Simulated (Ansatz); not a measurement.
Two members of one family (Series SnX4), computed with Ansatz in the gas phase; def2 core potentials for I, Sn, no spin–orbit coupling. The two geometries come from different levels. Binding counts from free atoms in the multiplicity of their measured ground term, without zero-point energy. A dash marks a value that wasn't run or was left out as unsound. The structures are stationary points that may keep the symmetry of their start. Remarks come from the PBE and PBE0 runs and from stability tests at other levels; not every state was tested. HOMO above LUMO (over both spins in singlets and doublets, within one spin in higher multiplets; at PBE or PBE0), or a gap under 0.15 eV within one spin, warns that the state may not be the lowest or that an electron is smeared out.

First: SnCl4 (singlet, charge 0, B3LYP-D4/def2-SVP geometry).

Cartesian coordinates in Å:
```
Sn 0.000 0.000 0.000
Cl -2.307 0.280 -0.231
Cl 1.055 2.077 -0.153
Cl 0.788 -1.399 -1.695
Cl 0.464 -0.957 2.079
```

```json
{"level": "PBE-D4/def2-SVP", "HOMO (eV)": "-8.07", "LUMO (eV)": "-4.38", "gap (eV)": "3.69", "vertical triplet (eV)": "–", "binding per atom (eV)": "2.78"}
{"level": "PBE-D4/def2-TZVP", "HOMO (eV)": "-8.30", "LUMO (eV)": "-4.55", "gap (eV)": "3.76", "vertical triplet (eV)": "3.75", "binding per atom (eV)": "2.80"}
{"level": "r2SCAN-D4/def2-TZVP", "HOMO (eV)": "-8.71", "LUMO (eV)": "-4.44", "gap (eV)": "4.26", "vertical triplet (eV)": "4.08", "binding per atom (eV)": "2.76"}
{"level": "PBE0-D4/def2-SVP", "HOMO (eV)": "-9.61", "LUMO (eV)": "-3.62", "gap (eV)": "6.00", "vertical triplet (eV)": "–", "binding per atom (eV)": "2.69"}
{"level": "PBE0-D4/def2-TZVP", "HOMO (eV)": "-9.77", "LUMO (eV)": "-3.71", "gap (eV)": "6.06", "vertical triplet (eV)": "4.48", "binding per atom (eV)": "2.73"}
```

Remarks: gap within one spin near zero at PBE or PBE0 (triplet).

Second: SnI4 (singlet, charge 0, PBE0-D4/def2-SVP geometry).

```xyz
5

Sn    0.000    0.000    0.000
I    -0.942    2.468   -0.441
I     1.160   -0.095    2.412
I     1.802   -0.617   -1.882
I    -2.020   -1.756   -0.089
```

Question: What does the change do? Estimate second minus first.

Answer: 
```tsv
level	Δ HOMO (eV)	Δ LUMO (eV)	Δ gap (eV)	Δ vertical triplet (eV)	Δ binding per atom (eV)
PBE-D4/def2-SVP	1.37	-0.03	-1.40	–	-0.71
PBE-D4/def2-TZVP	1.53	0.14	-1.39	–	-0.70
r2SCAN-D4/def2-TZVP	1.61	0.07	-1.53	-1.50	-0.73
PBE0-D4/def2-SVP	1.72	-0.20	-1.92	–	-0.68
PBE0-D4/def2-TZVP	1.85	-0.05	-1.89	-1.59	-0.68
```

Remarks: gap within one spin near zero at PBE or PBE0 (triplet), HOMO above LUMO (triplet).
